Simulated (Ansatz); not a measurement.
```yaml
crystal:
  periodic: [false, false, false]
  atoms:
    - {symbol: F, position_ang: [1.133643, 0.791151, 1.281182]}
    - {symbol: Al, position_ang: [0.093308, -0.073823, 0.054293]}
    - {symbol: F, position_ang: [0.321548, -1.869167, -0.191426]}
    - {symbol: Cl, position_ang: [-1.486338, 1.084302, -1.166784]}
basis:
  gaussian: {orbitals: "6-311G**"}
hamiltonian: {xc: {name: wB97M-V}}
```

```sh
$ ansatz run in.yaml --threads 2 --pin off --events-out ev --progress --plain --max-ram 20480MiB --backend cpu
```

(1) How does Ansatz answer? (Estimate.)

Answers

(1) Ansatz gave: The program refused the input.
```
Error: <dir> can't be read: No such file or directory (os error 2)
```
